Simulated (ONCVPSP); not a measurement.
**Reading a pseudo-wave (B (Z = 5))**

Columns: radius, all-electron u(r) and pseudo u(r) of the 2p shell (level -8.09 eV) of boron in the configuration [He] 2s2 2p0.5; PBE, non-relativistic, ONCV scheme, ONCVPSP 4.0.1.

| r (bohr) | all-electron | pseudo |
| --- | --- | --- |
| 0.135 | 0.0509 | 0.0172 |
| 0.270 | 0.1525 | 0.0669 |
| 0.405 | 0.2632 | 0.1438 |
| 0.540 | 0.3659 | 0.2398 |
| 0.675 | 0.4536 | 0.3449 |
| 0.810 | 0.5248 | 0.4488 |
| 0.945 | 0.5815 | 0.5426 |
| 1.080 | 0.6238 | 0.6193 |
| 1.215 | 0.6520 | 0.6750 |
| 1.350 | 0.6677 | 0.7088 |
| 1.485 | 0.6726 | 0.7217 |
| 1.620 | 0.6685 | 0.7168 |
| 1.755 | 0.6572 | 0.6980 |
| 1.890 | 0.6401 | 0.6700 |
| 2.025 | 0.6186 | 0.6372 |
| 2.160 | 0.5940 | 0.6034 |
| 2.295 | 0.5673 | 0.5708 |
| 2.430 | 0.5391 | 0.5399 |
| 2.565 | 0.5104 | 0.5104 |
| 2.700 | 0.4815 | 0.4815 |
| 2.835 | 0.4529 | 0.4529 |
| 2.970 | 0.4249 | 0.4249 |
| 3.105 | 0.3978 | 0.3978 |
| 3.240 | 0.3717 | 0.3717 |
| 3.375 | 0.3467 | 0.3467 |
| 3.510 | 0.3228 | 0.3228 |

**Question.** How many radial nodes do the two functions have?

**Answer.** The all-electron 2p function has n − l − 1 = 0; the pseudo-wave has 0.

**Question.** At about which radius was the pseudo-wave matched?

**Answer.** 2.70 bohr. The columns agree to 0.0005 from 2.56 bohr on; several derivatives are matched, so the curves merge somewhat inside the radius.

**Question.** Is the pseudo-wave norm-conserving?

**Answer.** Yes: the ONCV scheme keeps the norm inside the radius equal to the all-electron one, which fixes the energy derivative of the logarithmic derivative at the level.
